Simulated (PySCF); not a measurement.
# Excited states of S⁴⁺ (sulfur, charge +4)

Ground state [Ne] 3s2, ¹S. All numbers are calculated (PySCF 2.14, the non-relativistic Hamiltonian (point nucleus), in aug-cc-pV(D+d)Z with one added diffuse shell each of s, p, d type (6s5p4d, 41 functions)). Vertical excitation energies in eV without spin-orbit coupling; excited terms of each kind are numbered among those the solver found. Frozen: [He] 2s2.

```
 term  leading excitation  EOM-EE-CCSD
1 3P°              3s → p       10.252
1 1P°              3s → p       15.955
 1 3D              3s → d       30.491
 1 1D              3s → d       35.166
 1 3S              3s → s       38.953
 1 1S              3s → s       39.944
2 3P°              3s → p       43.136
2 1P°              3s → p       43.300
 2 3D              3s → d       49.738
 2 1D              3s → d       50.010
```

Only the lower part of the computed list is shown. Doubly excited terms such as np² are absent. The solver can miss terms.
